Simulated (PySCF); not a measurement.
Species: `C/C(=C\CC(N)=O)C(Cl)Cl`. The columns A, B, C and D hold Mulliken, IAO, Hirshfeld and ESP-fitted charges (e) of one PBE0/pcSseg-1 density (PySCF), in a shuffled order. Coordinates in Å (GFN2-xTB); the density's dipole moment is (-1.18, 1.03, -0.23) D.

```json
{"atom": "C1", "x": "-1.526", "y": "-0.062", "z": "-0.829", "A": "-0.439", "B": "-0.121", "C": "-0.424", "D": "-0.130"}
{"atom": "C2", "x": "-0.894", "y": "0.357", "z": "0.463", "A": "-0.009", "B": "-0.322", "C": "+0.169", "D": "-0.012"}
{"atom": "C3", "x": "0.129", "y": "-0.252", "z": "1.065", "A": "-0.145", "B": "-0.116", "C": "-0.040", "D": "-0.035"}
{"atom": "C4", "x": "0.863", "y": "-1.449", "z": "0.566", "A": "-0.327", "B": "-0.170", "C": "-0.427", "D": "-0.074"}
{"atom": "C5", "x": "2.153", "y": "-1.101", "z": "-0.191", "A": "+0.448", "B": "+0.381", "C": "+0.803", "D": "+0.177"}
{"atom": "N6", "x": "2.084", "y": "0.029", "z": "-0.925", "A": "-0.507", "B": "-0.398", "C": "-0.919", "D": "-0.171"}
{"atom": "O7", "x": "3.130", "y": "-1.810", "z": "-0.161", "A": "-0.495", "B": "-0.416", "C": "-0.585", "D": "-0.301"}
{"atom": "C8", "x": "-1.484", "y": "1.574", "z": "1.097", "A": "-0.090", "B": "-0.179", "C": "-0.639", "D": "+0.036"}
{"atom": "Cl9", "x": "-1.142", "y": "3.017", "z": "0.083", "A": "-0.088", "B": "-0.064", "C": "+0.001", "D": "-0.052"}
{"atom": "Cl10", "x": "-3.248", "y": "1.421", "z": "1.298", "A": "-0.070", "B": "-0.049", "C": "+0.027", "D": "-0.039"}
{"atom": "H11", "x": "-0.883", "y": "-0.724", "z": "-1.400", "A": "+0.149", "B": "+0.122", "C": "+0.138", "D": "+0.047"}
{"atom": "H12", "x": "-2.467", "y": "-0.575", "z": "-0.630", "A": "+0.168", "B": "+0.157", "C": "+0.160", "D": "+0.043"}
{"atom": "H13", "x": "-1.751", "y": "0.816", "z": "-1.431", "A": "+0.161", "B": "+0.138", "C": "+0.164", "D": "+0.034"}
{"atom": "H14", "x": "0.504", "y": "0.157", "z": "1.994", "A": "+0.148", "B": "+0.098", "C": "+0.117", "D": "+0.049"}
{"atom": "H15", "x": "0.250", "y": "-2.041", "z": "-0.114", "A": "+0.165", "B": "+0.166", "C": "+0.160", "D": "+0.056"}
{"atom": "H16", "x": "1.151", "y": "-2.089", "z": "1.401", "A": "+0.178", "B": "+0.157", "C": "+0.153", "D": "+0.059"}
{"atom": "H17", "x": "1.288", "y": "0.641", "z": "-0.884", "A": "+0.280", "B": "+0.220", "C": "+0.377", "D": "+0.116"}
{"atom": "H18", "x": "2.897", "y": "0.317", "z": "-1.443", "A": "+0.288", "B": "+0.199", "C": "+0.416", "D": "+0.143"}
{"atom": "H19", "x": "-1.064", "y": "1.784", "z": "2.082", "A": "+0.184", "B": "+0.197", "C": "+0.349", "D": "+0.054"}
```

Q: Which column most likely holds the ESP-fitted charges?

A: C. Σ q r misses the density's dipole by 0.07 D (C), 0.40 D (D), 0.41 D (A), 2.45 D (B). Charges fitted to the outside potential are the only set here that is tied to the molecule's multipoles.

Q: And the Hirshfeld charges?

A: D. The mean sizes are 0.086 e (D), 0.193 e (B), 0.229 e (A), 0.319 e (C), and Hirshfeld charges are commonly the smallest of these schemes.

As computed, A = IAO, B = Mulliken, C = ESP-fitted, D = Hirshfeld. Hydrogens on carbon: IAO +0.15 to +0.18, Mulliken +0.10 to +0.20, ESP-fitted +0.12 to +0.35, Hirshfeld +0.03 to +0.06 e.

The Mulliken scheme counts on each atom the diagonal of the density matrix times the overlap matrix over that atom's basis functions. The IAO scheme projects the occupied orbitals on a minimal set of polarised atomic orbitals and counts the electrons in each atom's part of it.

The structure is a single GFN2-xTB conformer in the gas phase; no vibrational or solvent corrections.

These values come from a run that also computed NMR shieldings. The run took 87 s wall (grids of density and orbitals included) on an Intel Xeon with one thread, no GPU, on a shared host, and the process peaked at 1.1 GiB of memory.

Conformer computed: `[CH3:1]/[C:2](=[CH:3]\[CH2:4][C:5]([NH2:6])=[O:7])[CH:8]([Cl:9])[Cl:10]`: C2–C3–C4–C5 96°, C3–C4–C5–N6 -35°, C1–C2–C8–Cl9 -67°, H–N6–C5–C4 7°, H–N6–C5–C4 180°.
